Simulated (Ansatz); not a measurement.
PBE exchange is replaced step by step with exact exchange (0 % is PBE, 25 % PBE0; no dispersion term), basis def2-SVP, Ansatz. System: Mg10O13H6. Charge 0, multiplicity 1. Geometry: PBE-D4/def2-SVP.

Geometry of the singlet:

Cartesian coordinates in Å:
```
Mg -1.127 -2.872 0.662
Mg 2.810 -0.397 1.265
Mg 0.068 0.319 2.098
Mg -1.141 1.302 -1.546
Mg 1.003 -0.746 -1.110
Mg 0.890 2.082 0.026
Mg -2.195 -0.423 0.597
Mg 0.503 -2.250 2.747
Mg -1.637 -1.932 -1.929
Mg 1.531 -3.199 -0.064
O -1.408 -0.239 -2.892
O -0.437 3.115 -1.070
O 1.101 1.069 -1.930
O -2.624 -2.115 -0.319
O -2.881 1.048 -0.539
O 0.063 -2.558 -1.221
O -0.272 0.324 0.077
O 0.186 2.278 1.963
O 2.564 -1.588 -0.198
O 2.738 1.520 0.736
O -1.161 -1.312 2.129
O 0.478 -3.695 1.476
O 1.640 -0.706 2.757
H -0.863 -0.176 -3.695
H -1.044 3.712 -0.600
H 1.646 1.456 -2.634
H -3.758 0.982 -0.950
H 0.429 2.908 2.658
H 2.900 2.089 1.511
```

```tsv
exact exchange (%)	HOMO (eV)	LUMO (eV)	gap (eV)
0	-5.07	-2.06	3.01
10	-5.63	-1.76	3.87
15	-5.91	-1.61	4.31
25	-6.50	-1.31	5.19
35	-7.10	-1.02	6.08
50	-8.02	-0.59	7.43
```

(1) Fit a straight line to the column «gap (eV)» against the share of exact exchange and predict its value at 5 %.

Answers

(1) With x = exact exchange (%) and y = gap (eV): mean x = 22.5, mean y = 4.982; Σ(x − x̄)(y − ȳ) = 144.9, Σ(x − x̄)² = 1638; slope b = 0.08846, intercept a = ȳ − b·x̄ = 2.992. The residuals of the fitted rows reach 0.02. At x = 5 the line gives 2.992 + (0.08846 × 5) = 3.43; the run gave 3.44, 0.01 more than the line.
